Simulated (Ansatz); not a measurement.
The B1–Cl2 bond of BCl is stretched (multiplicity 1).


Cores are frozen in the correlated methods.

Run with Ansatz (Gaussian basis) for Hartree–Fock, density functionals and correlated methods. 

FIC-MRCISD+Q on CASSCF(10,8)/cc-pV(T+d)Z, total energies (hartree):

```json
[
 {"R (Å)": "1.722", "CASSCF": "-484.218494", "MRCISD": "-484.439960", "weight c² of the reference": "0.92070"},
 {"R (Å)": "3.013", "CASSCF": "-484.090122", "MRCISD": "-484.306144", "weight c² of the reference": "0.91631"},
 {"R (Å)": "6.886", "CASSCF": "-484.042403", "MRCISD": "-484.252086", "weight c² of the reference": "0.91797"}
]
```

Task: Add the Davidson correction (E_MRCISD − E_CASSCF)(1 − c²)/c² and give the energies above the first point at the three levels.

Result: 
Corrections (hartree): -0.019074, -0.019730, -0.018737. Above the first point (kcal/mol):
- R = 3.013 Å: CASSCF 80.6, MRCISD 84.0, with the correction 83.6
- R = 6.886 Å: CASSCF 110.5, MRCISD 117.9, with the correction 118.1

Ansatz is a program for electronic structure.
